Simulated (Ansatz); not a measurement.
Z-matrix (Å, degrees):
```
Al
O 1 1.966
C 1 1.947 2 47.1
H 1 1.581 2 111.5 3 -110.1
H 1 1.585 2 109.2 3 107.4
C 2 1.438 1 100.4 3 -48.0
H 3 1.086 1 134.5 2 -95.7
H 6 1.086 2 111.8 1 166.7
H 6 1.088 2 114.3 1 -60.5
```

The species carries charge 0 and has multiplicity 1. The bonds changed during the relaxation, so this is another structure than the one it started from.

List the r2SCAN/def2-TZVPP orbital energies in eV (Ansatz). (Estimate.)

Computed: Occupied: -1516.55, -517.52, -275.18, -274.31, -110.06, -70.37, -70.22, -70.16, -28.88, -18.47, -16.39, -13.67, -12.71, -10.71, -9.44, -8.92, -8.30, -7.20, -6.87. Lowest empty: -0.67, -0.03, 1.01, 1.23, 1.84, 1.91, 2.17, 3.34.
